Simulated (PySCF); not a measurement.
A calculated (PBE, PySCF 2.14, cc-pVDZ-DK, the spin-free X2C one-electron Hamiltonian (Gaussian nucleus)) atom or ion has these occupied shells.

```
shell  electrons  orbital energy (eV)  rms radius, mean of both spins (bohr)
 1s α          1             -10241.5                                 0.0560
 1s β          1             -10241.4                                 0.0560
 2s α          1              -1283.1                                  0.236
 2s β          1              -1283.1                                  0.236
 2p α          3              -1120.0                                  0.211
 2p β          3              -1120.0                                  0.211
 3s α          1              -168.71                                  0.699
 3s β          1              -168.62                                  0.699
 3p α          3              -119.51                                  0.737
 3p β          3              -119.39                                  0.737
 3d α          5              -39.651                                  0.907
 3d β          5              -39.401                                  0.907
 4s α          1              -26.694                                   2.24
```

Name the element and its charge.

Ga²⁺ (gallium, charge +2), in [Ar] 3d10 4s1, 2S determinant.
